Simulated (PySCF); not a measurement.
# GdSe: one state, many levels of theory

State: nonet, about 7.1 electrons in the 4f shell (Mulliken). Set-up: basis Gd x2c-SVPall, Se x2c-SVPall; spin-free X2C with a Gaussian nucleus; PySCF 2.14. De refers to Gd (4f7 5d1 6s2) + Se in their high-spin ground configurations, without counterpoise correction. The functionals are run spin-unrestricted. A positive dipole means Gd(−)Se(+).

| Level | Re (Å) | ωe (cm⁻¹) | De (eV) | μ (D) | CPU s a point (SCF and correlation, without the integrals) |
| --- | --- | --- | --- | --- | --- |
| ROHF | 2.465 | 316 | n/a | -8.17 | 11 |
| ROHF-MP2 | 2.408 | 320 | n/a | n/a | 16 |
| ROHF-SCS-MP2 | 2.423 | 316 | n/a | n/a | n/a |
| ROHF-CCSD | 2.430 | 315 | 4.17 | n/a | n/a |
| ROHF-CCSD(T) | 2.439 | 305 | 4.41 | n/a | 400 |
| PBE | 2.444 | 285 | 5.54 | -5.63 | 12 |
| r²SCAN | 2.428 | 304 | 5.26 | -6.28 | 15 |
| r²SCANh | 2.425 | 309 | 5.08 | -6.50 | 8.6 |
| PBE0 | 2.423 | 310 | 4.99 | -6.45 | 9.2 |
| B97-3 | 2.439 | 304 | 4.73 | -6.30 | 5.5 |
| LC-ωPBE | 2.399 | 327 | 4.83 | -7.17 | 16 |

Problem. Which functional lies closest to ROHF-CCSD(T) in De, which farthest, and by how much do they differ from it?

Solution. Closest is B97-3 (+0.0 pm in Re, -0.3 % in ωe, +0.32 eV in De against ROHF-CCSD(T) in the same basis), farthest PBE (+0.5 pm in Re, -6.6 % in ωe, +1.13 eV in De). CCSD(T) converges more slowly with the basis than the functionals do and binds too weakly in this one, so the order can change at the basis-set limit.

Problem. What does a quarter of exact exchange do here, going from PBE to PBE0?

Solution. PBE0 less PBE: -2.1 pm in Re, +8.8 % in ωe, -0.55 eV in De. Exact exchange removes part of the self-interaction that spreads semilocal densities, and in most molecules shortens and stiffens the bond and lowers De; so it does here.

Problem. What does all correlation do here, going from ROHF to ROHF-CCSD(T)?

Solution. ROHF-CCSD(T) less ROHF: -2.6 pm in Re, -3.5 % in ωe. Correlation nearly always deepens the well. The bond shortens, as in weak, metallic or heavy-atom bonds, where dispersion and the correlation of outer-core electrons pull the atoms together.

Correlated steps freeze 27 core orbitals. Correlated levels converge slowly with the basis: in double zeta they bind strong bonds too weakly, by up to about 1 eV, and carry superposition errors of some tenths. These are scalar-relativistic numbers at best; spin–orbit coupling would shift them, the dissociation energy most. Counting both spins, an empty level lies below a filled one in some of these solutions, because spin and occupation are held. With d or f electrons several states lie close, and the lowest PBE0 determinant need not be the measured ground state.

The whole job (state search and all levels along the bond) took about 23 min on 4 threads of Intel Xeon Platinum 8488C (shared host), peak memory 5.6 GiB.
